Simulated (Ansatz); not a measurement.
Harmonic frequencies (cm⁻¹) at PBE0-D4/def2-TZVP from Ansatz: 128, 134, 162, 391, 661, 690, 758, 2704, 3911.

Each molecule was computed in one conformer, which needn't be the lowest.

(1) Which molecule is it?
A. `[CH3][Zn][F]`
B. `[NH2][Zn][SH]`
C. `[OH][Zn][SH]`
D. `[F][Zn][Br]`

Results:

(1) C.
